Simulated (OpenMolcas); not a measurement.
**Rh3+: ligand-field states by method**

Rh3+ with 4 ligands (fluoride) in square-planar coordination (D4h) at 1.85 Å. A charge of +0.25 e stands 3.2 Å behind each ligand. Ligand basis ANO-RCC-VDZP.

* Program: OpenMolcas 26.06
* Basis: ANO-RCC-VTZP [7s6p4d2f1g]
* Scalar Hamiltonian: DKH2, point nucleus
* Active space: 6 electrons in 5 orbitals (4d)
* State averaging: 2S+1 = 5 even, 5 roots; 2S+1 = 3 even, 45 roots; 2S+1 = 1 even, 50 roots
* Spin-orbit coupling: RASSI with atomic mean-field integrals over the reference wave functions

I. CASSCF
II. SS-CASPT2, IPEA 0.25 Eh, imaginary shift 0.1 Eh (closed shells correlated: 4s 4p and the ligand valence shells)

Spin-free states (labels of D4, the rotations of D4h) in cm-1, each column counted from its own energy of the first state listed:

```
   State  Degeneracy      I     II
2S+1 = 3           1      0      0
      3E           2    436  -1810
2S+1 = 3           1    960  -1320
      3E           2   7116   3440
2S+1 = 1           1   8282   2510
2S+1 = 1           1  11881   4670
      1E           2  11923   9510
2S+1 = 1           1  12309  14690
2S+1 = 5           1  12732  17780
2S+1 = 1           1  13657   7120
      1E           2  14173   5610
2S+1 = 1           1  15295   4600
      5E           2  16142  23920
```

II puts a state of multiplicity 3 lowest, 1800 cm-1 below that state.

From I to II, I's first state of the same spin (3E) moves from 436 to -1810 cm-1, by about -2200 cm-1.

From I to II, I's first state of another spin (2S+1 = 1) moves from 8282 to 2510 cm-1, by about -5800 cm-1.

χT at 300 K: I 2.41, II 2.30 cm3 K/mol.

Over all roots computed the reference weight is 0.73 to 0.75 in II; a low but even weight reflects the number of correlated electrons. The least metal-like active orbital is 74 % on the metal (Löwdin) and no ligand orbital is active, so the numbers are rough. Ligand-to-metal charge-transfer states are missing. With no ligand orbital active B as a rule stays too high, so bands that hang on it stand too high and its fall with covalency is understated. Spin-orbit coupling mixes the spin-free states strongly: the lowest level takes only 52 % from its leading state, an unlabelled state of the same spin as most of the rest (figures for I; the like holds for II). Without dynamic correlation the repulsion within the d shell is too large (B by tens of per cent), so at a given field states of lower spin stand too high (holds for I). This shell can be high or low spin here, a state of another spin lies low, and with metal d orbitals alone active their balance is uncertain, so the ground spin may be wrong, although the usual error favours high spin (holds for I). With metal d orbitals alone the field can be off either way by tens of per cent (holds for I). An orbital doublet at a regular site is open to a Jahn-Teller distortion, which this geometry leaves out (holds for II). No measured value stands beside these numbers; the geometry is a model, was not optimised and need not be the one that this ion takes.
